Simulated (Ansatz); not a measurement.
## Molecular dynamics of CH6ClSn

Input:

```yaml
crystal:
  periodic: [false, false, false]
  atoms:
    - { symbol: Sn, position_ang: [0.000347, -2.3e-05, 0.02652] }
    - { symbol: Cl, position_ang: [0.000122, 2.0e-06, 2.705615] }
    - { symbol: H, position_ang: [1.626831, -0.000198, -0.532765] }
    - { symbol: H, position_ang: [-0.812652, 1.40857, -0.533095] }
    - { symbol: H, position_ang: [-0.812943, -1.408462, -0.533059] }
    - { symbol: C, position_ang: [5.3e-05, 2.0e-06, 4.774838] }
    - { symbol: H, position_ang: [-0.574066, -0.894641, 5.028401] }
    - { symbol: H, position_ang: [1.061885, -0.049876, 5.028446] }
    - { symbol: H, position_ang: [-0.487675, 0.944525, 5.028399] }
magnetization:
  spin_polarized: true
  initial_magnetization: 1
basis:
  gaussian: { orbitals: def2-SVP }
hamiltonian:
  xc: r2scan
  dispersion: d4
md:
  timestep: 0.5
  n_steps: 200
  ensemble: nve
  temperature: 300.0
  initial_velocities: maxwell_boltzmann
  seed: 8774
```

Run as:

```bash
$ ansatz run input.yaml --threads 4 --pin off --max-ram 5120MiB --backend cpu --events-out ev --progress --plain --runs-dir out
```

It starts at the highest image of a converged band. Of that band: A vibrational analysis at the climbing image gives one clearly imaginary mode, 350i cm⁻¹, and a faint second one (27i cm⁻¹) that may be numerical noise or a soft torsion: probably a first-order saddle point.

Output, in part (one step line in 7, the closing report, with atoms numbered from 0):

```
md step     0: t =     0.00 fs  T =   300.0 K  F+E_penalty+E_count = -19482.65549658 eV  E_kin = 0.271446 eV  conserved = -19482.38405058 eV  (31 SCF iters)
md step     7: t =     3.50 fs  T =   198.9 K  F+E_penalty+E_count = -19482.56279543 eV  E_kin = 0.180010 eV  conserved = -19482.38278495 eV  (34 SCF iters)
md step    14: t =     7.00 fs  T =   199.1 K  F+E_penalty+E_count = -19482.56313090 eV  E_kin = 0.180157 eV  conserved = -19482.38297367 eV  (35 SCF iters)
md step    21: t =    10.50 fs  T =   228.4 K  F+E_penalty+E_count = -19482.59050840 eV  E_kin = 0.206690 eV  conserved = -19482.38381851 eV  (35 SCF iters)
md step    28: t =    14.00 fs  T =   188.8 K  F+E_penalty+E_count = -19482.55380453 eV  E_kin = 0.170824 eV  conserved = -19482.38298092 eV  (36 SCF iters)
md step    35: t =    17.50 fs  T =   245.3 K  F+E_penalty+E_count = -19482.60474904 eV  E_kin = 0.221925 eV  conserved = -19482.38282421 eV  (35 SCF iters)
md step    42: t =    21.00 fs  T =   315.4 K  F+E_penalty+E_count = -19482.66897387 eV  E_kin = 0.285387 eV  conserved = -19482.38358677 eV  (34 SCF iters)
md step    49: t =    24.50 fs  T =   388.0 K  F+E_penalty+E_count = -19482.73451167 eV  E_kin = 0.351072 eV  conserved = -19482.38344011 eV  (35 SCF iters)
md step    56: t =    28.00 fs  T =   435.7 K  F+E_penalty+E_count = -19482.77687201 eV  E_kin = 0.394244 eV  conserved = -19482.38262810 eV  (33 SCF iters)
md step    63: t =    31.50 fs  T =   531.8 K  F+E_penalty+E_count = -19482.86441882 eV  E_kin = 0.481161 eV  conserved = -19482.38325752 eV  (33 SCF iters)
md step    70: t =    35.00 fs  T =   681.7 K  F+E_penalty+E_count = -19483.00064766 eV  E_kin = 0.616825 eV  conserved = -19482.38382243 eV  (33 SCF iters)
md step    77: t =    38.50 fs  T =   694.3 K  F+E_penalty+E_count = -19483.01083852 eV  E_kin = 0.628237 eV  conserved = -19482.38260176 eV  (33 SCF iters)
md step    84: t =    42.00 fs  T =   776.0 K  F+E_penalty+E_count = -19483.08529935 eV  E_kin = 0.702167 eV  conserved = -19482.38313263 eV  (33 SCF iters)
md step    91: t =    45.50 fs  T =   807.6 K  F+E_penalty+E_count = -19483.11462403 eV  E_kin = 0.730755 eV  conserved = -19482.38386886 eV  (33 SCF iters)
md step    98: t =    49.00 fs  T =   698.4 K  F+E_penalty+E_count = -19483.01477882 eV  E_kin = 0.631913 eV  conserved = -19482.38286614 eV  (33 SCF iters)
md step   105: t =    52.50 fs  T =   634.4 K  F+E_penalty+E_count = -19482.95688440 eV  E_kin = 0.574045 eV  conserved = -19482.38283927 eV  (32 SCF iters)
md step   112: t =    56.00 fs  T =   557.4 K  F+E_penalty+E_count = -19482.88784916 eV  E_kin = 0.504308 eV  conserved = -19482.38354096 eV  (33 SCF iters)
md step   119: t =    59.50 fs  T =   522.2 K  F+E_penalty+E_count = -19482.85573044 eV  E_kin = 0.472467 eV  conserved = -19482.38326309 eV  (33 SCF iters)
md step   126: t =    63.00 fs  T =   512.3 K  F+E_penalty+E_count = -19482.84603301 eV  E_kin = 0.463577 eV  conserved = -19482.38245638 eV  (33 SCF iters)
md step   133: t =    66.50 fs  T =   628.7 K  F+E_penalty+E_count = -19482.95227533 eV  E_kin = 0.568900 eV  conserved = -19482.38337560 eV  (33 SCF iters)
md step   140: t =    70.00 fs  T =   786.0 K  F+E_penalty+E_count = -19483.09493403 eV  E_kin = 0.711220 eV  conserved = -19482.38371376 eV  (33 SCF iters)
md step   147: t =    73.50 fs  T =   814.1 K  F+E_penalty+E_count = -19483.11909039 eV  E_kin = 0.736609 eV  conserved = -19482.38248156 eV  (33 SCF iters)
md step   154: t =    77.00 fs  T =   914.9 K  F+E_penalty+E_count = -19483.21121948 eV  E_kin = 0.827851 eV  conserved = -19482.38336840 eV  (32 SCF iters)
md step   161: t =    80.50 fs  T =   915.1 K  F+E_penalty+E_count = -19483.21175117 eV  E_kin = 0.827975 eV  conserved = -19482.38377643 eV  (33 SCF iters)
md step   168: t =    84.00 fs  T =   815.2 K  F+E_penalty+E_count = -19483.12028209 eV  E_kin = 0.737579 eV  conserved = -19482.38270266 eV  (34 SCF iters)
md step   175: t =    87.50 fs  T =   779.8 K  F+E_penalty+E_count = -19483.08857409 eV  E_kin = 0.705551 eV  conserved = -19482.38302277 eV  (34 SCF iters)
md step   182: t =    91.00 fs  T =   704.1 K  F+E_penalty+E_count = -19483.02070426 eV  E_kin = 0.637113 eV  conserved = -19482.38359113 eV  (32 SCF iters)
md step   189: t =    94.50 fs  T =   646.3 K  F+E_penalty+E_count = -19482.96803988 eV  E_kin = 0.584813 eV  conserved = -19482.38322720 eV  (33 SCF iters)
md step   196: t =    98.00 fs  T =   554.7 K  F+E_penalty+E_count = -19482.88446731 eV  E_kin = 0.501865 eV  conserved = -19482.38260222 eV  (34 SCF iters)
md step   200: t =   100.00 fs  T =   549.2 K  F+E_penalty+E_count = -19482.88026674 eV  E_kin = 0.496956 eV  conserved = -19482.38331078 eV  (33 SCF iters)
Total energy: -19482.88028321 eV, -715.9826444375 hartree
Atom 0 at     0.017542    -0.054864    -0.083570 Å, force    -0.714479     0.329916     1.791263 eV/Å
Atom 1 at    -0.096749     0.406016     2.483509 Å, force     0.165935    -0.396398    -1.993564 eV/Å
Atom 2 at     1.450035     0.712964    -0.643568 Å, force    -0.186743    -0.061260     0.066721 eV/Å
Atom 3 at    -1.505377     0.670111    -0.618878 Å, force     0.743223    -0.332338     0.134341 eV/Å
Atom 4 at     0.052155    -1.787667    -0.232540 Å, force    -0.004261     0.448833     0.032301 eV/Å
Atom 5 at     0.094712    -0.498313     6.205707 Å, force    -0.822767     0.831796     0.696445 eV/Å
Atom 6 at    -0.929648    -0.266236     6.598332 Å, force     0.889945    -0.250987    -0.400608 eV/Å
Atom 7 at     0.297648    -1.456876     5.752380 Å, force     0.098644    -0.308685    -0.204890 eV/Å
Atom 8 at     0.890502     0.244885     6.357124 Å, force    -0.169496    -0.260877    -0.122007 eV/Å
Dipole moment:     0.060855    -0.134200    -0.773479 e Å
```

The run went to its last step. The conserved energy stayed within 0.18 meV per atom of its start (net change 0.082 meV per atom), so the integration is sound. The system heated up, since it started high on the potential surface and ran downhill. A run of 0.1 ps of so small a system gives no equilibrium averages.

The step under study would form Cl2–C6 and break Sn1–Cl2. These pairs go: Cl2–C6 2.07 → 3.84 Å, Sn1–Cl2 2.68 → 2.61 Å. In the last frame they stand as before the step (other bonds may differ from the relaxed reactants and products). It ends as CH3 + ClH3Sn. Pairs count as bonded within 1.25 times the sum of covalent radii (0.12 Å more for H–H).

Last frame:

```xyz
9
Properties=species:S:1:pos:R:3
Sn 0.018 -0.055 -0.084
Cl -0.097 0.406 2.483
H 1.450 0.713 -0.644
H -1.505 0.670 -0.619
H 0.052 -1.788 -0.233
C 0.095 -0.498 6.206
H -0.930 -0.266 6.598
H 0.298 -1.457 5.752
H 0.890 0.245 6.357
```

Time of the run: 8.2 min on 4 threads of Arm Neoverse V1, with other jobs on the host, peak memory 0.21 GiB.
